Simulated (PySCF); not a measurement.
PySCF input (MN15/def2-TZVPD):

```python
from pyscf import gto, scf, dft

mol = gto.M(
    atom='''
    Ge   -0.00000000   -0.00000000   -1.16137475
    Br    0.00000000    0.00000000    1.06182835
    ''',
    basis='def2-tzvpd',
    charge=1,
    spin=0,
    verbose=4,
)

mf = dft.RKS(mol, xc='mn15').density_fit(auxbasis='def2-universal-jkfit')
mf.grids.level = 4
mf.conv_tol = 1e-9
mf.max_cycle = 100
mf.max_memory = 1500
mf.kernel()
if not mf.converged:
    mf = mf.newton()
    mf.kernel(mf.make_rdm1())
mf.analyze()
```

End of the output:

```
Extra cycle  E= -4651.53333580136  delta_E= 1.09e-11  |g|= 2.26e-06  |ddm|= 1.28e-05
converged SCF energy = -4651.53333580136
**** SCF Summaries ****
Total Energy =                       -4651.533335801356770
Nuclear Repulsion Energy =             266.587643850622555
One-electron Energy =                -6988.044949323719266
Two-electron Energy =                 2069.923969671739542
Two-electron Coulomb Energy =         2240.457761778452550
DFT Exchange-Correlation Energy =     -170.533792106713122
HOMO-LUMO gap [eV] =                     7.042753265866978
**** MO energy ****
MO #1   energy= -480.271082748976  occ= 2
MO #2   energy= -396.534407428562  occ= 2
MO #3   energy= -61.5196902788842  occ= 2
MO #4   energy= -56.1691135227298  occ= 2
MO #5   energy= -56.1675315751804  occ= 2
MO #6   energy= -56.1675315751803  occ= 2
MO #7   energy= -49.0572925050987  occ= 2
MO #8   energy= -44.3239934891028  occ= 2
MO #9   energy= -44.3239934891028  occ= 2
MO #10  energy= -44.3200204313167  occ= 2
MO #11  energy= -8.54305120950262  occ= 2
MO #12  energy= -6.63943350877347  occ= 2
MO #13  energy= -6.63588928960551  occ= 2
MO #14  energy= -6.63588928960548  occ= 2
MO #15  energy= -6.26418419130417  occ= 2
MO #16  energy= -4.66145721683874  occ= 2
MO #17  energy= -4.66145721683873  occ= 2
MO #18  energy= -4.6528117689765   occ= 2
MO #19  energy= -2.93194851255461  occ= 2
MO #20  energy= -2.93067481344185  occ= 2
MO #21  energy= -2.93067481344184  occ= 2
MO #22  energy= -2.92782206921454  occ= 2
MO #23  energy= -2.92782140225546  occ= 2
MO #24  energy= -1.61069557244826  occ= 2
MO #25  energy= -1.61069471584719  occ= 2
MO #26  energy= -1.60429323420453  occ= 2
MO #27  energy= -1.60429323420453  occ= 2
MO #28  energy= -1.60358460855724  occ= 2
MO #29  energy= -1.05931798823179  occ= 2
MO #30  energy= -0.775405473793525 occ= 2
MO #31  energy= -0.589942811209466 occ= 2
MO #32  energy= -0.589942811209458 occ= 2
MO #33  energy= -0.588889673414913 occ= 2
MO #34  energy= -0.330073262494475 occ= 0
MO #35  energy= -0.330073262494471 occ= 0
MO #36  energy= -0.201689345250095 occ= 0
MO #37  energy= -0.112903581625477 occ= 0
MO #38  energy= -0.0650995967923151 occ= 0
MO #39  energy= -0.0650988273219346 occ= 0
MO #40  energy= -0.056287147087961 occ= 0
MO #41  energy= -0.0562871470879565 occ= 0
MO #42  energy= -0.0495565874849876 occ= 0
MO #43  energy= -0.0293826266487021 occ= 0
MO #44  energy= -0.027048769558615 occ= 0
MO #45  energy= -0.0270487695586087 occ= 0
MO #46  energy= 0.0380578695025833 occ= 0
MO #47  energy= 0.0404595995985977 occ= 0
MO #48  energy= 0.0404606253125383 occ= 0
MO #49  energy= 0.0441509045596533 occ= 0
MO #50  energy= 0.044150904559662  occ= 0
MO #51  energy= 0.0866132767895964 occ= 0
MO #52  energy= 0.15592462867999   occ= 0
MO #53  energy= 0.155926622649243  occ= 0
MO #54  energy= 0.168096311854646  occ= 0
MO #55  energy= 0.168096311854654  occ= 0
MO #56  energy= 0.188892696698598  occ= 0
MO #57  energy= 0.208430433957421  occ= 0
MO #58  energy= 0.208430433957428  occ= 0
MO #59  energy= 0.263306280938893  occ= 0
MO #60  energy= 0.291735253623242  occ= 0
MO #61  energy= 0.291735253623279  occ= 0
MO #62  energy= 0.298741455330481  occ= 0
MO #63  energy= 0.324422871397951  occ= 0
MO #64  energy= 0.324425768586119  occ= 0
MO #65  energy= 0.354686896075144  occ= 0
MO #66  energy= 0.354686896075157  occ= 0
MO #67  energy= 0.411158919073672  occ= 0
MO #68  energy= 0.435287732777734  occ= 0
MO #69  energy= 0.770067995998718  occ= 0
MO #70  energy= 0.770067995998721  occ= 0
MO #71  energy= 0.773409500241572  occ= 0
MO #72  energy= 0.773411751862779  occ= 0
MO #73  energy= 0.786236034011602  occ= 0
MO #74  energy= 0.786236034011607  occ= 0
MO #75  energy= 0.806835332861713  occ= 0
MO #76  energy= 0.816691010973991  occ= 0
MO #77  energy= 0.816693490936502  occ= 0
MO #78  energy= 0.89762836300025   occ= 0
MO #79  energy= 0.940837118967183  occ= 0
MO #80  energy= 0.940837118967197  occ= 0
MO #81  energy= 1.07239913443994   occ= 0
MO #82  energy= 1.27446420699979   occ= 0
MO #83  energy= 1.2744642069998    occ= 0
MO #84  energy= 1.2792090663679    occ= 0
MO #85  energy= 1.27922997595467   occ= 0
MO #86  energy= 1.28103457592645   occ= 0
MO #87  energy= 1.28103457592645   occ= 0
MO #88  energy= 1.34853326140761   occ= 0
MO #89  energy= 1.34853389040084   occ= 0
MO #90  energy= 1.42784584488421   occ= 0
MO #91  energy= 1.46862090030885   occ= 0
MO #92  energy= 1.46862090030894   occ= 0
MO #93  energy= 1.52299389446971   occ= 0
MO #94  energy= 1.61613933254608   occ= 0
MO #95  energy= 1.6161393325461    occ= 0
MO #96  energy= 1.82597918052357   occ= 0
MO #97  energy= 2.40662528185895   occ= 0
MO #98  energy= 2.40663959047013   occ= 0
MO #99  energy= 2.45362759990681   occ= 0
MO #100 energy= 2.45362759990689   occ= 0
MO #101 energy= 2.48266941520149   occ= 0
MO #102 energy= 3.38570278822115   occ= 0
MO #103 energy= 3.38570278822115   occ= 0
MO #104 energy= 3.68431064170668   occ= 0
MO #105 energy= 3.7745816159685    occ= 0
MO #106 energy= 3.77462576869912   occ= 0
MO #107 energy= 3.77510986524732   occ= 0
MO #108 energy= 3.77510986524733   occ= 0
MO #109 energy= 4.0626235541697    occ= 0
MO #110 energy= 4.97364705281429   occ= 0
MO #111 energy= 7.23589712405936   occ= 0
 ** Mulliken pop on meta-lowdin orthogonal AOs  **
 ** Mulliken pop  **
pop of  0 Ge 1s           1.99997
pop of  0 Ge 2s           1.99934
pop of  0 Ge 3s           1.99661
pop of  0 Ge 4s           1.89987
pop of  0 Ge 5s           0.00665
pop of  0 Ge 6s           0.00289
pop of  0 Ge 7s           0.00082
pop of  0 Ge 2px          1.99996
pop of  0 Ge 2py          1.99996
pop of  0 Ge 2pz          1.99996
pop of  0 Ge 3px          1.99948
pop of  0 Ge 3py          1.99948
pop of  0 Ge 3pz          1.99954
pop of  0 Ge 4px          0.23515
pop of  0 Ge 4py          0.23515
pop of  0 Ge 4pz          0.67501
pop of  0 Ge 5px          0.00247
pop of  0 Ge 5py          0.00247
pop of  0 Ge 5pz          0.01416
pop of  0 Ge 6px          0.00018
pop of  0 Ge 6py          0.00018
pop of  0 Ge 6pz          0.00036
pop of  0 Ge 3dxy         1.99981
pop of  0 Ge 3dyz         1.99976
pop of  0 Ge 3dz^2        1.99960
pop of  0 Ge 3dxz         1.99976
pop of  0 Ge 3dx2-y2      1.99981
pop of  0 Ge 4dxy         0.00010
pop of  0 Ge 4dyz         0.00462
pop of  0 Ge 4dz^2        0.00562
pop of  0 Ge 4dxz         0.00462
pop of  0 Ge 4dx2-y2      0.00010
pop of  0 Ge 5dxy         0.00005
pop of  0 Ge 5dyz         0.00303
pop of  0 Ge 5dz^2        0.00379
pop of  0 Ge 5dxz         0.00303
pop of  0 Ge 5dx2-y2      0.00005
pop of  0 Ge 6dxy         0.00002
pop of  0 Ge 6dyz         0.00003
pop of  0 Ge 6dz^2        0.00015
pop of  0 Ge 6dxz         0.00003
pop of  0 Ge 6dx2-y2      0.00002
pop of  0 Ge 7dxy         0.00001
pop of  0 Ge 7dyz         0.00034
pop of  0 Ge 7dz^2        0.00007
pop of  0 Ge 7dxz         0.00034
pop of  0 Ge 7dx2-y2      0.00001
pop of  0 Ge 4f-3         0.00000
pop of  0 Ge 4f-2         0.00001
pop of  0 Ge 4f-1         0.00092
pop of  0 Ge 4f+0         0.00122
pop of  0 Ge 4f+1         0.00092
pop of  0 Ge 4f+2         0.00001
pop of  0 Ge 4f+3         0.00000
pop of  1 Br 1s           1.99997
pop of  1 Br 2s           1.99851
pop of  1 Br 3s           1.99756
pop of  1 Br 4s           1.89948
pop of  1 Br 5s           0.00243
pop of  1 Br 6s           0.00367
pop of  1 Br 7s           0.00129
pop of  1 Br 2px          1.99999
pop of  1 Br 2py          1.99999
pop of  1 Br 2pz          1.99999
pop of  1 Br 3px          1.99941
pop of  1 Br 3py          1.99941
pop of  1 Br 3pz          1.99933
pop of  1 Br 4px          1.74203
pop of  1 Br 4py          1.74203
pop of  1 Br 4pz          1.46906
pop of  1 Br 5px          0.00319
pop of  1 Br 5py          0.00319
pop of  1 Br 5pz          0.00812
pop of  1 Br 6px          0.00058
pop of  1 Br 6py          0.00058
pop of  1 Br 6pz          0.00056
pop of  1 Br 7px          0.00050
pop of  1 Br 7py          0.00050
pop of  1 Br 7pz          0.00033
pop of  1 Br 3dxy         1.99993
pop of  1 Br 3dyz         1.99991
pop of  1 Br 3dz^2        1.99990
pop of  1 Br 3dxz         1.99991
pop of  1 Br 3dx2-y2      1.99993
pop of  1 Br 4dxy         0.00005
pop of  1 Br 4dyz         0.00718
pop of  1 Br 4dz^2        0.01207
pop of  1 Br 4dxz         0.00718
pop of  1 Br 4dx2-y2      0.00005
pop of  1 Br 5dxy         0.00001
pop of  1 Br 5dyz         0.00053
pop of  1 Br 5dz^2        0.00094
pop of  1 Br 5dxz         0.00053
pop of  1 Br 5dx2-y2      0.00001
pop of  1 Br 6dxy         0.00000
pop of  1 Br 6dyz         0.00003
pop of  1 Br 6dz^2        0.00008
pop of  1 Br 6dxz         0.00003
pop of  1 Br 6dx2-y2      0.00000
pop of  1 Br 7dxy         0.00001
pop of  1 Br 7dyz         0.00014
pop of  1 Br 7dz^2        0.00002
pop of  1 Br 7dxz         0.00014
pop of  1 Br 7dx2-y2      0.00001
pop of  1 Br 4f-3         0.00000
pop of  1 Br 4f-2         0.00000
pop of  1 Br 4f-1         0.00056
pop of  1 Br 4f+0         0.00109
pop of  1 Br 4f+1         0.00056
pop of  1 Br 4f+2         0.00000
pop of  1 Br 4f+3         0.00000
 ** Mulliken atomic charges  **
charge of    0Ge =      0.90251
charge of    1Br =      0.09749

WARN: System has nonzero charge 1; the dipole moment is origin-dependent.
Location of origin: [0. 0. 0.]

Dipole moment(X, Y, Z, Debye): -0.00000,  0.00000, -3.47752
```
